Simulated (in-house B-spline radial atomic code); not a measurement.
Response and correlation of the arsenic ion As⁵⁺

Closed shell [Ar] 3d10. Computed with an all-electron radial atomic-structure program (B-spline basis): Dirac-Hartree-Fock, relativistic RPA (time-dependent Dirac-Hartree-Fock) for the response and second-order many-body perturbation theory for correlation, no-pair Dirac-Coulomb Hamiltonian, finite nucleus.

Command:
```bash
python run_mb.py task.json out
```
Settings (nuclear radius in fm, box in bohr, cutoff in hartree):
```
basis_form          2
Z                   33
core_configuration  [Ar] 3d10
rms_radius          4.0968
mass_number         75
speed_of_light      137.036
box_radius          10.732
lmax                7
intervals           63
virtual_cutoff      27225.0
```

Run time, properties included: 7.1 s on 1 thread of Intel(R) Xeon(R) Platinum 8488C, on a shared host.

```json
{"multipole (bohr³, bohr⁵, bohr⁷)": "dipole", "uncoupled": "0.49426", "coupled RPA": "?"}
{"multipole (bohr³, bohr⁵, bohr⁷)": "quadrupole", "uncoupled": "0.4633", "coupled RPA": "0.56449"}
{"multipole (bohr³, bohr⁵, bohr⁷)": "octupole", "uncoupled": "0.75269", "coupled RPA": "0.90392"}
```

Task: What is the coupled dipole polarisability?

Result: 0.50965 atomic units, +3 % against the uncoupled value.

Task: Which subshells carry the dipole polarisability?

Result: 3d5/2 56.3 %, 3d3/2 36.9 %, 3p3/2 4.0 %.

Task: What does the dipole shielding factor come to?

Result: The dipole shielding factor is 0.849, against the exact N/Z = 28/33 = 0.848 of the non-relativistic theorem.

Dipole polarisability at imaginary frequency:

```csv
u (Eh),α(iu) (bohr³)
0,0.5096
0.735,0.4869
2.2,0.3785
4.41,0.2454
7.35,0.1486
14.7,0.05957
29.4,0.01973
73.5,0.003992
```

Task: What dispersion coefficients follow for two such ions (the dispersion part alone)?

Result: C6 = (3/π)∫α(iu)²du = 0.8382 hartree·bohr⁶ and C8 = 4.195 hartree·bohr⁸.

Lowest J = 1 odd-parity excitations:

```
energy (eV)  oscillator strength  leading channel  weight
     55.911              0.00472     3d5/2 → p3/2    0.43
     57.813                0.474     3d3/2 → p1/2   0.704
     58.045                0.113     3d3/2 → p3/2    0.64
      88.18               0.0137     3d5/2 → p3/2   0.812
     88.905               0.0445     3d3/2 → p1/2   0.534
     89.198             0.000189     3d3/2 → p3/2   0.579
     91.414               0.0103     3d5/2 → f5/2   0.736
     91.889                0.205     3d5/2 → f7/2    0.65
```

Second-order correlation energy by the highest angular momentum of the excited pair (hartree): s -0.02218, p -0.1982, d -0.5987, f -0.4421, g -0.1537, h -0.06676, i -0.03063, k -0.01562.

Task: What is the second-order correlation energy at the partial-wave limit?

Result: The listed waves sum to -1.528 hartree; extrapolating the increments as (l + 1/2)⁻⁴ gives -1.5599 hartree, -1.52 eV per electron.
